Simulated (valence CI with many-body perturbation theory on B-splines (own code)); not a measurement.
E1 transitions of La XLV

Computed by valence CI with perturbative core correlation (CI+MBPT): three valence electrons over a frozen Dirac-Fock core [Ne], radial functions for each j: 11 s, 11 p, 10 d, 8 f, 5 g, 2 h, with the one-electron correlation potential Σ1, the two-electron term Σ2, the three-electron term Σ3, Breit, model QED; selected CI, second order for the rest, scaled by the run's own slope (own B-spline code, finite nucleus).

The last digits are not significant, and no measured levels were compared; by estimate large intervals hold to a few tenths of a per cent, small ones and those within an open d or f shell to about a per cent.

Lines 51 to 100 of 585 in falling wavelength, among levels below 1723.6 eV, chosen from the strongest by gf and those to the six lowest levels. Wavelengths and rates use the calculated energies. Electric multipoles are in the length gauge with retardation, E1 and E2 with the static RPA response of the core. Weak lines are less certain than strong ones. Lines between different terms over intervals too small for the method are left out, as are lines whose strength nearly cancels. The highest levels of a list are the least certain.

Levels are named by their leading jj configuration (3d3/2^4 stands for four electrons in 3d with j = 3/2), which in mixed levels can hold well under half, so a name can repeat and another be missing. Letters in brackets count levels of one name in rising energy.

| λ vac (Å) | Upper | Lower | A (s⁻¹) | log gf | Branch % |
| --- | --- | --- | --- | --- | --- |
| 92.49 | (3p1/2 3p3/2 3d5/2) J=9/2 | (3s 3p3/2 3d5/2) J=9/2 | 2.43e+10 | -0.51 | 16.1 |
| 92.31 | (3s 3p1/2 3d3/2) J=5/2 | (3s 3p1/2 3p3/2) J=3/2 [b] | 1.58e+09 | -1.92 | 13.7 |
| 92.21 | (3p1/2 3p3/2 3d3/2) J=3/2 [b] | (3s 3p3/2 3d3/2) J=5/2 [a] | 1.83e+10 | -1.03 | 3.1 |
| 91.69 | (3p1/2 3p3/2 3d3/2) J=5/2 [a] | (3p1/2 3p3/2^2) J=5/2 | 1.30e+10 | -1.01 | 7.8 |
| 90.28 | (3p1/2^2 3d3/2) J=3/2 | (3s 3p1/2 3d3/2) J=3/2 [a] | 2.04e+10 | -1.00 | 22.1 |
| 88.38 | (3p1/2^2 3p3/2) J=3/2 | (3s 3p1/2 3p3/2) J=3/2 [a] | 1.19e+10 | -1.25 | 9.1 |
| 87.25 | (3s 3p1/2 3d3/2) J=3/2 [a] | (3s 3p1/2 3p3/2) J=5/2 | 8.90e+09 | -1.39 | 20.9 |
| 83.95 | (3d3/2 3d5/2^2) J=7/2 [b] | (3p3/2 3d5/2^2) J=5/2 [b] | 1.62e+10 | -0.86 | 3.4 |
| 83.59 | (3d3/2^2 3d5/2) J=9/2 | (3p3/2 3d3/2 3d5/2) J=7/2 [c] | 1.27e+10 | -0.88 | 2.2 |
| 82.26 | (3s 3p1/2 3d3/2) J=5/2 | (3s 3p1/2 3p3/2) J=5/2 | 5.46e+09 | -1.48 | 47.5 |
| 80.36 | (3s 3p1/2 3d3/2) J=3/2 [a] | (3s 3p1/2 3p3/2) J=3/2 [a] | 1.06e+08 | -3.39 | 0.2 |
| 80.12 | (3s 3p1/2 3d3/2) J=3/2 [b] | (3s 3p1/2 3p3/2) J=3/2 [b] | 5.88e+09 | -1.65 | 1.3 |
| 79.85 | (3d3/2 3d5/2^2) J=7/2 [a] | (3p3/2 3d3/2 3d5/2) J=5/2 [c] | 3.06e+10 | -0.63 | 6.1 |
| 79.31 | (3s 3d5/2^2) J=7/2 | (3s 3p3/2 3d5/2) J=5/2 [b] | 5.22e+10 | -0.40 | 22.3 |
| 79.16 | (3d3/2 3d5/2^2) J=9/2 | (3p3/2 3d5/2^2) J=7/2 [a] | 1.73e+10 | -0.79 | 3.9 |
| 78.88 | (3d5/2^3) J=9/2 | (3p3/2 3d5/2^2) J=7/2 [b] | 1.22e+11 | 0.06 | 41.6 |
| 78.32 | (3p1/2 3d3/2 3d5/2) J=9/2 | (3p1/2 3p3/2 3d5/2) J=9/2 | 2.57e+10 | -0.63 | 21.0 |
| 77.88 | (3s 3d5/2^2) J=5/2 | (3s 3p3/2 3d5/2) J=3/2 [b] | 1.69e+10 | -1.04 | 5.0 |
| 77.78 | (3d5/2^3) J=3/2 | (3p3/2 3d5/2^2) J=3/2 [b] | 6.75e+10 | -0.61 | 15.4 |
| 77.62 | (3s 3p1/2 3d5/2) J=5/2 [a] | (3s 3p1/2 3p3/2) J=3/2 [b] | 8.41e+08 | -2.34 | 0.8 |
| 77.52 | (3p3/2 3d5/2^2) J=7/2 [a] | (3p3/2^2 3d5/2) J=5/2 [a] | 2.28e+10 | -0.78 | 5.5 |
| 77.27 | (3d3/2 3d5/2^2) J=11/2 | (3p3/2 3d5/2^2) J=9/2 | 9.98e+10 | 0.03 | 27.9 |
| 76.97 | (3d3/2 3d5/2^2) J=3/2 [b] | (3p3/2 3d5/2^2) J=3/2 [a] | 4.23e+10 | -0.82 | 9.0 |
| 76.11 | (3s 3p1/2 3d3/2) J=5/2 | (3s 3p1/2 3p3/2) J=3/2 [a] | 4.61e+08 | -2.62 | 4.0 |
| 75.91 | (3d3/2 3d5/2^2) J=5/2 [a] | (3p3/2 3d3/2 3d5/2) J=3/2 [c] | 5.25e+10 | -0.56 | 9.0 |
| 75.60 | (3p3/2 3d3/2 3d5/2) J=7/2 [b] | (3p3/2^2 3d3/2) J=7/2 | 1.51e+10 | -0.99 | 2.9 |
| 75.28 | (3s 3d5/2^2) J=9/2 | (3s 3p3/2 3d5/2) J=7/2 [b] | 2.66e+10 | -0.65 | 10.1 |
| 75.04 | (3s 3d3/2 3d5/2) J=7/2 [b] | (3s 3p3/2 3d3/2) J=5/2 [b] | 3.86e+10 | -0.58 | 10.7 |
| 75.01 | (3s 3d3/2 3d5/2) J=7/2 [b] | (3s 3p3/2 3d5/2) J=7/2 [a] | 1.80e+10 | -0.92 | 5.0 |
| 74.93 | (3d5/2^3) J=5/2 | (3p3/2 3d5/2^2) J=3/2 [b] | 1.06e+11 | -0.27 | 26.2 |
| 74.92 | (3d3/2 3d5/2^2) J=7/2 [b] | (3p3/2 3d3/2 3d5/2) J=5/2 [d] | 4.13e+10 | -0.56 | 8.7 |
| 74.72 | (3d3/2 3d5/2^2) J=7/2 [a] | (3p3/2 3d3/2 3d5/2) J=7/2 [c] | 1.49e+10 | -1.00 | 3.0 |
| 74.53 | (3d3/2 3d5/2^2) J=5/2 [b] | (3p3/2 3d3/2 3d5/2) J=3/2 [c] | 5.64e+10 | -0.55 | 11.1 |
| 73.89 | (3d3/2 3d5/2^2) J=9/2 | (3p3/2 3d3/2 3d5/2) J=7/2 [c] | 8.92e+10 | -0.14 | 20.2 |
| 73.85 | (3p1/2 3d5/2^2) J=7/2 | (3p1/2 3p3/2 3d5/2) J=5/2 [b] | 1.29e+11 | -0.07 | 52.7 |
| 73.70 | (3p1/2 3d5/2^2) J=3/2 | (3p1/2 3p3/2 3d5/2) J=1/2 | 3.69e+10 | -0.92 | 14.7 |
| 73.34 | (3d3/2 3d5/2^2) J=3/2 [a] | (3p3/2 3d3/2 3d5/2) J=3/2 [b] | 3.10e+10 | -1.00 | 5.6 |
| 73.12 | (3d3/2 3d5/2^2) J=5/2 [a] | (3p3/2 3d3/2 3d5/2) J=5/2 [c] | 3.40e+10 | -0.79 | 5.9 |
| 73.09 | (3s 3p1/2 3d5/2) J=3/2 | (3s 3p1/2 3p3/2) J=1/2 | 2.89e+10 | -1.03 | 11.7 |
| 73.00 | (3d3/2^2 3d5/2) J=7/2 | (3p3/2 3d3/2 3d5/2) J=7/2 [a] | 1.52e+10 | -1.01 | 2.4 |
| 73.00 | (3p3/2 3d3/2 3d5/2) J=7/2 [c] | (3p3/2^2 3d5/2) J=9/2 | 1.44e+10 | -1.03 | 2.4 |
| 72.71 | (3p3/2 3d5/2^2) J=7/2 [b] | (3p3/2^2 3d5/2) J=5/2 [b] | 2.41e+11 | 0.18 | 44.7 |
| 72.39 | (3d3/2 3d5/2^2) J=11/2 | (3p3/2 3d3/2 3d5/2) J=9/2 [b] | 6.09e+10 | -0.24 | 17.0 |
| 72.36 | (3d3/2 3d5/2^2) J=11/2 | (3p3/2 3d5/2^2) J=11/2 | 4.50e+10 | -0.37 | 12.6 |
| 72.13 | (3p3/2 3d5/2^2) J=5/2 [b] | (3p3/2^2 3d5/2) J=3/2 | 8.76e+10 | -0.39 | 16.8 |
| 71.84 | (3d3/2 3d5/2^2) J=5/2 [b] | (3p3/2 3d3/2 3d5/2) J=5/2 [c] | 2.72e+10 | -0.90 | 5.4 |
| 71.70 | (3s 3d5/2^2) J=7/2 | (3s 3p3/2 3d5/2) J=7/2 [b] | 1.68e+10 | -0.98 | 7.2 |
| 71.68 | (3p1/2 3d5/2^2) J=9/2 | (3p1/2 3p3/2 3d5/2) J=7/2 [b] | 7.44e+10 | -0.24 | 54.9 |
| 71.68 | (3p1/2 3d5/2^2) J=7/2 | (3p1/2 3p3/2 3d5/2) J=7/2 [b] | 1.76e+10 | -0.96 | 7.2 |
| 71.64 | (3s 3d5/2^2) J=3/2 | (3s 3p3/2 3d5/2) J=1/2 | 5.85e+10 | -0.74 | 17.8 |
